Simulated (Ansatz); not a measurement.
PbCl2⁺. The state is a doublet with charge 1. Geometry PBE0-D4/def2-TZVP, that of the neutral singlet; atoms count from 1.

```xyz
3

Pb   -0.200   -0.885    0.549
Cl    0.252   -0.566   -1.844
Cl   -0.051    1.451    1.295
```

In the def2 sets Pb takes a core potential; there is no spin–orbit coupling. The structure comes from a short search, and lower isomers may exist.

Q: Estimate the Mulliken populations from the PBE0/def2-TZVP orbitals of Ansatz.

A: 
```
atom  charge (e)  spin (α − β)
 Pb1        1.13          0.15
 Cl2       -0.06          0.43
 Cl3       -0.06          0.43
```
Mulliken values depend strongly on the basis.

Q: Where does the spin sit?

A: Summed by element: Pb 0.15, Cl 0.85, of 1 unpaired in all. Largest on single atoms: Cl3 0.43, Cl2 0.43, Pb1 0.15.

Q: And the Mayer bond orders between heavy atoms (over 0.3)?

A: Pb1–Cl2 0.99 (2.46 Å); Pb1–Cl3 0.99 (2.46 Å).
